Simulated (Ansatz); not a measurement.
Computed with Ansatz on PBE0-D4/def2-TZVP structures; ΔE is electronic, products minus reactants. CCSD(T)/CBS is the MP2 limit (def2-TZVPP, def2-QZVPP) plus CCSD(T) − MP2 in def2-TZVPP, frozen cores. For Ge outer-core shells are correlated without core-valence functions, which leaves a few kJ/mol of doubt a bond. Scalar relativity is left out up to krypton. One conformer a species, not always the lowest.

Consider the formal exchange of groups at a Ge–S bond: `[SH][GeH2][Cl]` + `NC(=O)CO` → `N[C](=O)[GeH2][Cl]` + `OCS`.

| species | SCS-MP2/def2-QZVPP energy (Eh) |
| --- | --- |
| `[SH][GeH2][Cl]` | -2935.18388 |
| `NC(=O)CO` | -284.03634 |
| `N[C](=O)[GeH2][Cl]` | -2705.88490 |
| `OCS` | -513.29636 |

Q: Work out ΔE.

A: ΔE = (-2705.88490) + (-513.29636) − (-2935.18388) − (-284.03634) = 0.03896 Eh = +102.3 kJ/mol. CCSD(T)/CBS gives +101.7 kJ/mol.

Largest T1 diagnostic among the species: 0.014.

In def2-TZVPP, CCSD(T) changes the Hartree–Fock value by −17.9 kJ/mol (the triples alone add −3.2 kJ/mol) and MP2 by −17.2 kJ/mol. From PBE to PBE0 (25 % exact exchange), in def2-TZVPP and without D4, ΔE moves by +10.7 kJ/mol.
